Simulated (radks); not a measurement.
Charge is removed step by step from the 3s down level of S2+, starting from [Ne] 3s(up 1, down 1) 3p2. All-electron calculation, scalar-relativistic Kohn-Sham, BLYP, spin-polarised, spherical densities, point nucleus; open shells are filled with parallel spins first. Program: a radial shooting solver on a logarithmic mesh with Libxc functionals.

removed (e)  E - E(0) (eV)  eigenvalue (eV)
0                    0.000          -37.757
0.1                  3.835          -38.946
0.2                  7.789          -40.143
0.3                 11.863          -41.345
0.4                 16.058          -42.553
0.5                 20.374          -43.766
0.6                 24.811          -44.981
0.7                 29.369          -46.193
0.8                 34.049          -47.390
0.9                 38.845          -48.534

The mean slope of the eigenvalue, de/dn, is 12.0 eV per electron.
